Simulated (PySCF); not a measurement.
C2H5BO2, singlet, geometry from GFN2-xTB. Base run: HF/6-31G (PySCF).

PySCF was given this input:
```python
from pyscf import gto, scf, solvent

mol = gto.M(
    atom='''
B    -1.414586    1.312637    0.504331
H    -1.023455    1.561539    1.583354
H    -2.382834    1.783294    0.047179
O    -0.796595    0.413301   -0.277546
C     0.400719   -0.181197   -0.035558
C     0.450660   -1.569369   -0.608981
O     1.298597    0.374870    0.524628
H     1.417337   -2.020226   -0.406835
H     0.280671   -1.517894   -1.682365
H    -0.343070   -2.171879   -0.172405
''',
    basis='6-31g',
    charge=0,
    spin=0,
    verbose=4,
)

mf = scf.RHF(mol)
mf.kernel()
```

Variants of this job, named by their change:

```
change                                                   ΔE vs base (kcal/mol)  dipole (D)  HOMO-LUMO gap (eV)
-------------------------------------------------------  ---------------------  ----------  ------------------
base                                                                     0.000        2.50               15.42
model = C-PCM; solvent = methanol                                        -6.26        3.10               15.57
model = IEF-PCM; solvent = methanol; lebedev_order = 11                  -5.97        3.08               15.56
model = IEF-PCM; solvent = methanol; vdw_scale = 1.1                     -8.49        3.21               15.63
model = SS(V)PE; solvent = methanol                                      -6.12        3.08               15.57
model = IEF-PCM; solvent = dimethylsulfoxide                             -6.26        3.10               15.57
model = IEF-PCM; solvent = n-hexane                                      -2.30        2.72               15.47
model = IEF-PCM; solvent = methanol; vdw_scale = 1.4                         ?           ?                   ?
model = ddCOSMO; solvent = methanol                                          ?           ?                   ?
model = IEF-PCM; solvent = methanol; vdw_scale = 1.0                    -12.07        3.37               15.71
model = IEF-PCM; solvent = water                                         -6.35        3.11               15.57
model = IEF-PCM; solvent = methanol                                          ?           ?               15.57
```

Problem. What belongs in the gaps?

Solution. 
- model = IEF-PCM; solvent = methanol; vdw_scale = 1.4, ΔE vs base (kcal/mol): -3.54
- model = IEF-PCM; solvent = methanol; vdw_scale = 1.4, dipole (D): 2.92
- model = IEF-PCM; solvent = methanol; vdw_scale = 1.4, HOMO-LUMO gap (eV): 15.49
- model = ddCOSMO; solvent = methanol, ΔE vs base (kcal/mol): -5.14
- model = ddCOSMO; solvent = methanol, dipole (D): 3.00
- model = ddCOSMO; solvent = methanol, HOMO-LUMO gap (eV): 15.58
- model = IEF-PCM; solvent = methanol, ΔE vs base (kcal/mol): -6.17
- model = IEF-PCM; solvent = methanol, dipole (D): 3.09

The base is the gas phase, so ΔE is the electrostatic part of solvation at a fixed geometry, without cavity and dispersion terms.
